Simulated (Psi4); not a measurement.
AlBr₃ (SMILES [Br][Al]([Br])[Br]), singlet, geometry from GFN2-xTB (such geometries of metal compounds can be far from the true shape); CAM-B3LYP/cc-pVTZ run with Psi4.

Input for Psi4:
```
memory 2 GB

molecule mol {
0 1
  Al   -0.000000   -0.000000    0.000000
  Br   -1.799075   -1.338900   -0.104486
  Br   -0.015451    1.984855   -1.048978
  Br    1.814526   -0.645954    1.153464
no_reorient
}

set basis cc-pvtz
set reference rks

energy('cam-b3lyp')
print_variables()
```

The log (banner, timings and long lists left out):

```
   => Loading Basis Set <=

    Name: CC-PVTZ
    Role: ORBITAL
    Keyword: BASIS

         ---------------------------------------------------------
                                   SCF
               by Justin Turney, Rob Parrish, Andy Simmonett
                          and Daniel G. A. Smith
                              RKS Reference
         ---------------------------------------------------------

  ==> Geometry <==

    Molecular point group: c1
    Full point group: C1

    Geometry (in Angstrom), charge = 0, multiplicity = 1:

       Center              X                  Y                   Z               Mass
    ------------   -----------------  -----------------  -----------------  -----------------
         AL          -0.000000000000    -0.000000299232     0.000000000000    26.981538530000
         BR          -1.799075000000    -1.338900299232    -0.104486000000    78.918337600000
         BR          -0.015451000000     1.984854700768    -1.048978000000    78.918337600000
         BR           1.814526000000    -0.645954299232     1.153464000000    78.918337600000

  Running in c1 symmetry.

  Rotational constants: A =      0.02825  B =      0.02825  C =      0.01413 [cm^-1]
  Rotational constants: A =    847.02598  B =    847.02570  C =    423.51292 [MHz]
  Nuclear repulsion =  821.859899702295934

  Charge       = 0
  Multiplicity = 1
  Electrons    = 118
  Nalpha       = 59
  Nbeta        = 59

  ==> Algorithm <==

  SCF Algorithm Type is DF.
  DIIS enabled.
  MOM disabled.
  Fractional occupation disabled.
  Guess Type is SAD.
  Energy threshold   = 1.00e-06
  Density threshold  = 1.00e-06
  Integral threshold = 1.00e-12

  ==> Primary Basis <==

  Basis Set: CC-PVTZ
    Blend: CC-PVTZ
    Number of shells: 57
    Number of basis functions: 163
    Number of Cartesian functions: 186
    Spherical Harmonics?: true
    Max angular momentum: 3

  ==> DFT Potential <==

   => LibXC <=

    Version 7.1.2
    S. Lehtola, C. Steigemann, M. J. T. Oliveira, and M. A. L. Marques,  SoftwareX 7, 1–5 (2018) (10.1016/j.softx.2017.11.002)

   => Composite Functional: CAM-B3LYP <=

    CAM-B3LYP Hyb-GGA Exchange-Correlation Functional

    T. Yanai, D. P. Tew, and N. C. Handy,  Chem. Phys. Lett. 393, 51 (2004) (10.1016/j.cplett.2004.06.011)

    Deriv               =              1
    GGA                 =           TRUE
    Meta                =          FALSE

    Exchange Hybrid     =           TRUE
    MP2 Hybrid          =          FALSE

   => Exchange Functionals <=

    0.3500         Becke 88 [omega = 0.3300]
    0.4600   Short-range recipe for B88 functional - erf [omega = 0.3300]

   => Exact (HF) Exchange <=

    0.4600            HF,LR [omega = 0.3300]
    0.1900               HF

   => Correlation Functionals <=

    0.1900   Vosko, Wilk & Nusair (VWN5)
    0.8100   Lee, Yang & Parr

   => LibXC Density Thresholds  <==

    XC_HYB_GGA_XC_CAM_B3LYP:  1.00E-14

   => Molecular Quadrature <=

    Radial Scheme          =       TREUTLER
    Pruning Scheme         =           NONE
    Nuclear Scheme         =       TREUTLER

    Blocking Scheme        =         OCTREE
    BS radius alpha        =              1
    Pruning alpha          =              1
    Radial Points          =             75
    Spherical Points       =            302
    Total Points           =          85204
    Total Blocks           =            744
    Max Points             =            256
    Max Functions          =            163
    Weights Tolerance      =       1.00E-15

   => Loading Basis Set <=

    Name: (CC-PVTZ AUX)
    Role: JKFIT
    Keyword: DF_BASIS_SCF

  ==> Integral Setup <==

  SCF_SUBTYPE=INCORE selected. In-core MEM_DF algorithm will be used.
  Using in-core AOs.

  ==> MemDFJK: Density-Fitted J/K Matrices <==

    J tasked:                   Yes
    K tasked:                   Yes
    wK tasked:                  Yes
    Omega:                3.300E-01
    Algorithm:                 Core
    Schwarz Cutoff:           1E-12
    Mask sparsity (%):       0.5646
    Fitting Condition:        1E-10

   => Auxiliary Basis Set <=

  Basis Set: (CC-PVTZ AUX)
    Blend: CC-PVTZ-JKFIT
    Number of shells: 190
    Number of basis functions: 742
    Number of Cartesian functions: 952
    Spherical Harmonics?: true
    Max angular momentum: 4

  Minimum eigenvalue in the overlap matrix is 2.7163395532E-03.
  Reciprocal condition number of the overlap matrix is 6.2532452227E-04.
    Using symmetric orthogonalization.

  ==> Pre-Iterations <==

  SCF Guess: Superposition of Atomic Densities via on-the-fly atomic UHF (no occupation information).

   -------------------------
    Irrep   Nso     Nmo
   -------------------------
     A        163     163
   -------------------------
    Total     163     163
   -------------------------

  ==> Iterations <==

                           Total Energy        Delta E     RMS |[F,P]|

   @DF-RKS iter SAD: -7961.10393820872741   -7.96110e+03   0.00000e+00
   @DF-RKS iter   1: -7964.87781672703386   -3.77388e+00   1.21533e-02 DIIS/ADIIS
   @DF-RKS iter   2: -7965.10903404933924   -2.31217e-01   9.97607e-03 DIIS/ADIIS
   @DF-RKS iter   3: -7965.62421795084265   -5.15184e-01   7.34325e-04 DIIS/ADIIS
   @DF-RKS iter   4: -7965.63175036848315   -7.53242e-03   2.06924e-04 DIIS/ADIIS
   @DF-RKS iter   5: -7965.63242537756014   -6.75009e-04   1.79272e-05 DIIS
   @DF-RKS iter   6: -7965.63242937799441   -4.00043e-06   2.91459e-06 DIIS
   @DF-RKS iter   7: -7965.63242981989970   -4.41905e-07   7.99099e-07 DIIS
  Energy and wave function converged.

  ==> Post-Iterations <==

   Electrons on quadrature grid:
      Ntotal   =  117.9999964874 ; deviation = -3.513e-06

    Orbital Energies [Eh]
    ---------------------

    Doubly Occupied:

[...]
    Virtual:

[...]
    Final Occupation by Irrep:
              A
    DOCC [    59 ]
    NA   [    59 ]
    NB   [    59 ]

  @DF-RKS Final Energy: -7965.63242981989970

   => Energetics <=

    Nuclear Repulsion Energy =            821.8598997022959338
    One-Electron Energy =              -12724.6937644852478115
    Two-Electron Energy =                4166.0719836514135750
    DFT Exchange-Correlation Energy =    -228.8705486883619074
    Empirical Dispersion Energy =           0.0000000000000000
    VV10 Nonlocal Energy =                  0.0000000000000000
    Total Energy =                      -7965.6324298198996985

Computation Completed

Properties will be evaluated at   0.000000,   0.000000,   0.000000 [a0]

Properties computed using the SCF density matrix

 Multipole Moments:

 ------------------------------------------------------------------------------------
     Multipole            Electronic (a.u.)      Nuclear  (a.u.)        Total (a.u.)
 ------------------------------------------------------------------------------------

 L = 1.  Multiply by 2.5417464519 to convert [e a0] to [Debye]
 Dipole X            :          0.0000471            0.0000000            0.0000471
 Dipole Y            :          0.0000220           -0.0000006            0.0000214
 Dipole Z            :          0.0000097            0.0000000            0.0000097
 Magnitude           :                                                    0.0000526

 ------------------------------------------------------------------------------------

  Variable Map:
  ----------------------------------------------------------------------------
[...]
  Array Variable Map:
  ----------------------------------------------------------------------------
[...]
[...]
```
